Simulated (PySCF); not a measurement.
Compound: C7H11N.
Cartesian coordinates in Å at the GFN2-xTB level; atoms count from 1:
```
atom  x, y, z in Å
H1     4.165    0.904   -0.161
N2     3.177    1.139   -0.218
C3     2.381    0.187   -0.009
C4     0.938    0.405   -0.065
C5     0.049   -0.385    0.873
C6    -1.283    0.241    1.219
C7    -1.884    0.655   -0.133
C8    -1.272   -0.297   -1.172
C9     0.055   -0.713   -0.579
H10    2.685   -0.846    0.224
H11    0.671    1.426   -0.296
H12    0.517   -1.020    1.612
H13   -1.911   -0.508    1.705
H14   -1.183    1.091    1.895
H15   -1.609    1.684   -0.364
H16   -2.972    0.600   -0.126
H17   -1.897   -1.184   -1.296
H18   -1.163    0.181   -2.146
H19    0.528   -1.603   -0.970
```

Vertical excitations from PySCF (density fitting, frozen core in the response, grid level 2 and gas phase unless stated; continuum runs use non-equilibrium linear response for the excitations) on a GFN2-xTB geometry. Reference run:

```
                              settings    S1, eV (f)    S2, eV (f)    S3, eV (f)    S4, eV (f)    S5, eV (f)    S6, eV (f)  T1, eV (Tamm–Dancoff)  mean α (au)
PBE0/def2-SVPD, full TDDFT, 6 singlets  5.32 (0.001)  6.82 (0.179)  6.91 (0.003)  7.03 (0.249)  7.29 (0.004)  7.41 (0.005)                   4.48         86.1
```

Question: What do these settings give: (1) PBE0/pcSseg-1, IEF-PCM chloroform, start guess sap, full TDDFT, 1 singlet; (2) PBE0/IGLO-II, energy threshold 1e-07 Eh, TDA, 3 singlets; (3) X3LYP/def2-SVPD, IEF-PCM water, energy threshold 1e-07 Eh, fitting basis def2-universal-jkfit, full TDDFT, 6 singlets?

Answer: 
```tsv
settings	S1, eV (f)	S2, eV (f)	S3, eV (f)	S4, eV (f)	S5, eV (f)	S6, eV (f)	T1, eV (Tamm–Dancoff)	mean α (au)
PBE0/pcSseg-1, IEF-PCM chloroform, start guess sap, full TDDFT, 1 singlet	5.48 (0.003)	–	–	–	–	–	–	97.1
PBE0/IGLO-II, energy threshold 1e-07 Eh, TDA, 3 singlets	5.44 (0.004)	7.01 (0.005)	7.10 (0.300)	–	–	–	4.50	82.2
X3LYP/def2-SVPD, IEF-PCM water, energy threshold 1e-07 Eh, fitting basis def2-universal-jkfit, full TDDFT, 6 singlets	5.44 (0.002)	6.52 (0.004)	6.53 (0.427)	7.12 (0.065)	7.22 (0.003)	7.39 (0.007)	4.72	119.8
```

(1) S1 moves by +0.16 eV; basis and environment change together, so the shift can't be laid on one. (2) S1 moves by +0.12 eV; basis and response scheme change together, so the shift can't be laid on one. (3) S1 moves by +0.12 eV; functional and environment change together, so the shift can't be laid on one. States are counted by energy in each run and needn't keep their character from row to row.

Question: Which orbital pairs make up S1 in each run, and how does it sit against the orbital gap?

Answer: 
```json
{"settings": "PBE0/def2-SVPD, full TDDFT, 6 singlets", "S1 configurations (weight)": "H→L 0.97", "S1 (eV)": "5.32", "orbital gap (eV)": "7.31", "S1 − gap (eV)": "-1.99"}
{"settings": "PBE0/pcSseg-1, IEF-PCM chloroform, start guess sap, full TDDFT, 1 singlet", "S1 configurations (weight)": "H→L 0.95", "S1 (eV)": "5.48", "orbital gap (eV)": "7.50", "S1 − gap (eV)": "-2.02"}
{"settings": "PBE0/IGLO-II, energy threshold 1e-07 Eh, TDA, 3 singlets", "S1 configurations (weight)": "H→L 0.97", "S1 (eV)": "5.44", "orbital gap (eV)": "7.39", "S1 − gap (eV)": "-1.95"}
{"settings": "X3LYP/def2-SVPD, IEF-PCM water, energy threshold 1e-07 Eh, fitting basis def2-universal-jkfit, full TDDFT, 6 singlets", "S1 configurations (weight)": "H→L 0.90, H−2→L 0.09", "S1 (eV)": "5.44", "orbital gap (eV)": "7.12", "S1 − gap (eV)": "-1.68"}
```

One conformer (not necessarily the lowest) at the GFN2-xTB geometry, without vibrations or thermal averaging.
